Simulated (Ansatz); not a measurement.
`[BH2][GeH2][OH]` + `N[AsH2]` → `B[AsH]N` + `[OH][GeH3]` at 700 K and 1 bar (cleavage of the B–Ge bond).

Program: Ansatz. Geometries: PBE0-D4/def2-TZVP. ΔE: electronic, gas phase. CCSD(T)/CBS adds triple-zeta CCSD(T) − MP2 to the extrapolated MP2 energy (def2 sets, frozen cores). For As, Ge outer-core shells are correlated without core-valence functions, which leaves a few kJ/mol of doubt a bond. Scalar relativity is left out up to krypton. Each species was taken in one conformer, which may not be the lowest.

```tsv
species	CCSD(T)/CBS energy (Eh)	H − E (kJ/mol)	S (J/(mol·K))
`[BH2][GeH2][OH]`	-2179.06509	192.2	407.1
`N[AsH2]`	-2292.09958	152.3	328.9
`B[AsH]N`	-2317.47891	203.6	394.0
`[OH][GeH3]`	-2153.69723	141.7	338.7
```

H − E and S are ideal-gas, rigid-rotor, harmonic terms from PBE0-D4/def2-TZVP, for one conformer and one mirror image of each species. 1 Eh = 2625.50 kJ/mol, R = 8.31446 J/(mol·K).

By hand: ΔE, ΔH, ΔS and ΔG.

ΔE = (-2317.47891) + (-2153.69723) − (-2179.06509) − (-2292.09958) = -0.01147 Eh = -30.1 kJ/mol. Δ(H − E) = 203.6 + 141.7 − 192.2 − 152.3 = 0.8, so ΔH = -29.3 kJ/mol. ΔS = 394.0 + 338.7 − 407.1 − 328.9 = -3.3 J/(mol·K). ΔG = -29.3 − 700 × (-3.3)/1000 = -27.0 kJ/mol.

By hand: the equilibrium constant, and the temperature at which ΔG would vanish if ΔH and ΔS stayed fixed.

log₁₀ K = −ΔG/(RT ln 10) = 2.0. ΔG = 0 at ΔH/ΔS = 8879 K, far beyond where these terms or the molecules hold.

The number of gas molecules stays the same, so ΔS is small and ΔH decides. A doubt of 5 kJ/mol in ΔE shifts log₁₀ K by 0.4 here. Other conformers and mirror images would add mixing entropy, several J/(mol·K) or more a flexible species. These are equilibria of isolated gas molecules and say nothing of rates. Largest T1 diagnostic: 0.014 (customary marks: 0.02 for closed shells, 0.045 for open ones).
